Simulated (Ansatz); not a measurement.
C3H11InSi, SMILES `C[Si](C)(C)[InH2]` at its PBE0-D4/def2-TZVP geometry, where that method's forces vanish. Charge 0, multiplicity 1. In takes the def2 core potential.

| atom | x (Å) | y (Å) | z (Å) |
| --- | --- | --- | --- |
| C1 | 1.4078 | -0.1257 | -1.2618 |
| Si2 | 0.0196 | 0.0350 | -0.0002 |
| C3 | -1.5103 | 0.7022 | -0.8751 |
| C4 | 0.5405 | 1.2631 | 1.3258 |
| In5 | -0.5337 | -2.2783 | 1.0185 |
| H6 | 1.6140 | 0.8459 | -1.7224 |
| H7 | 2.3335 | -0.4777 | -0.7997 |
| H8 | 1.1434 | -0.8263 | -2.0575 |
| H9 | -2.3440 | 0.8413 | -0.1822 |
| H10 | -1.8420 | 0.0310 | -1.6711 |
| H11 | -1.2880 | 1.6743 | -1.3273 |
| H12 | 1.4400 | 0.9288 | 1.8486 |
| H13 | 0.7548 | 2.2397 | 0.8799 |
| H14 | -0.2456 | 1.3987 | 2.0725 |
| H15 | -0.7423 | -3.6956 | 0.0302 |
| H16 | -0.7477 | -2.5565 | 2.7218 |

Q: For each bond, give half the difference of the two atoms' forces along it (eV/Å; positive pushes the atoms apart) under PBE-D4, r2SCAN-D4, B3LYP-D4, ωB97M-V in def2-TZVPP. (Best estimate.)

A: Computed: 
```json
{"bond": "C1–H6", "length (Å)": "1.095", "PBE-D4": "0.12", "r2SCAN-D4": "0.00", "B3LYP-D4": "-0.04", "ωB97M-V": "-0.05"}
{"bond": "C1–H7", "length (Å)": "1.093", "PBE-D4": "0.10", "r2SCAN-D4": "-0.01", "B3LYP-D4": "-0.04", "ωB97M-V": "-0.03"}
{"bond": "C1–H8", "length (Å)": "1.093", "PBE-D4": "0.10", "r2SCAN-D4": "-0.01", "B3LYP-D4": "-0.05", "ωB97M-V": "-0.03"}
{"bond": "Si2–C3", "length (Å)": "1.884", "PBE-D4": "0.01", "r2SCAN-D4": "0.01", "B3LYP-D4": "0.05", "ωB97M-V": "0.02"}
{"bond": "Si2–C4", "length (Å)": "1.881", "PBE-D4": "0.00", "r2SCAN-D4": "0.00", "B3LYP-D4": "0.05", "ωB97M-V": "0.03"}
{"bond": "Si2–In5", "length (Å)": "2.588", "PBE-D4": "-0.08", "r2SCAN-D4": "-0.01", "B3LYP-D4": "0.01", "ωB97M-V": "-0.05"}
{"bond": "C3–H9", "length (Å)": "1.093", "PBE-D4": "0.10", "r2SCAN-D4": "-0.01", "B3LYP-D4": "-0.04", "ωB97M-V": "-0.03"}
{"bond": "C3–H10", "length (Å)": "1.093", "PBE-D4": "0.10", "r2SCAN-D4": "-0.02", "B3LYP-D4": "-0.05", "ωB97M-V": "-0.03"}
{"bond": "C3–H11", "length (Å)": "1.095", "PBE-D4": "0.12", "r2SCAN-D4": "0.00", "B3LYP-D4": "-0.04", "ωB97M-V": "-0.05"}
{"bond": "C4–H12", "length (Å)": "1.093", "PBE-D4": "0.11", "r2SCAN-D4": "-0.01", "B3LYP-D4": "-0.05", "ωB97M-V": "-0.04"}
{"bond": "C4–H13", "length (Å)": "1.095", "PBE-D4": "0.12", "r2SCAN-D4": "0.00", "B3LYP-D4": "-0.04", "ωB97M-V": "-0.05"}
{"bond": "C4–H14", "length (Å)": "1.093", "PBE-D4": "0.11", "r2SCAN-D4": "-0.01", "B3LYP-D4": "-0.05", "ωB97M-V": "-0.04"}
{"bond": "In5–H15", "length (Å)": "1.740", "PBE-D4": "0.09", "r2SCAN-D4": "-0.02", "B3LYP-D4": "0.03", "ωB97M-V": "-0.05"}
{"bond": "In5–H16", "length (Å)": "1.739", "PBE-D4": "0.09", "r2SCAN-D4": "-0.01", "B3LYP-D4": "0.03", "ωB97M-V": "-0.05"}
```

B3LYP here is the variant with VWN-RPA as its local correlation; programs differ in this.
